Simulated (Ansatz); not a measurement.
Frontier orbitals of `O[SiH](O)[AlH2]`.

```xyz
9

O    -0.0577    1.9282   -0.3243
Si    0.6984    0.4707   -0.1089
O     1.1970   -0.2147   -1.5317
Al   -0.7830   -1.0911    1.1224
H    -0.9597    1.9260   -0.6459
H     1.9654    0.8293    0.5713
H     0.5382   -0.6339   -2.0863
H    -2.1642   -1.5267    0.4492
H    -0.4344   -1.6878    2.5541
```

The species carries charge 0 and has multiplicity 1. The structure was optimised at the PBE0-D4/def2-TZVP level. It is one conformer, not always the lowest. Basis def2-TZVPP, the Gaussian-basis code of Ansatz.

Orbital energies of one run (eV). Highest occupied ones, from the top: -9.33, -11.11, -11.78, -12.51, -12.99, -13.41, -13.98, -15.25, -17.12, -18.91, -30.64, -31.14, -75.91, -75.92. Empty: -0.24, 1.55, 2.73, 3.15, 3.29, 3.54.

Task: Which functional gave them?
A. PBE
B. LDA (SPW92)
C. ωB97X-V
D. PBE0

Result: C. HOMO energies: ωB97X-V -9.33, PBE0 -7.07, PBE -5.91, LDA (SPW92) -6.01 eV.
